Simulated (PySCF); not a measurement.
**Ionisation energy of Se⁺ by level of theory**

Se⁺ [Ar] 3d10 4s2 4p3 (4S) → Se²⁺ [Ar] 3d10 4s2 4p2 (3P), as a difference of total energies. Calculation: PySCF 2.14, in cc-pVTZ-PP with ECP10MDF; a scalar-relativistic core potential. Correlated levels: valence: 3s2 3p6 3d10 frozen. The calculations carry no spin-orbit coupling.

```csv
method,ionisation energy (eV),difference from reference (eV)
UHF,20.840,-0.356
LDA,21.392,+0.196
B3LYP,21.238,+0.042
MP2 (valence),21.345,+0.149
SCS-MP2 (valence),21.194,-0.002
CCSD (valence),21.310,+0.114
CCSD(T) (valence),21.338,+0.142
```

Reference: 21.196 ± 0.01 eV (measured; NIST Atomic Spectra Database, ionization energies).

The reference lies between the lowest fine-structure levels, while these numbers refer to the centres of the terms.

Errors of the correlated levels include the incompleteness of this basis and the frozen core.
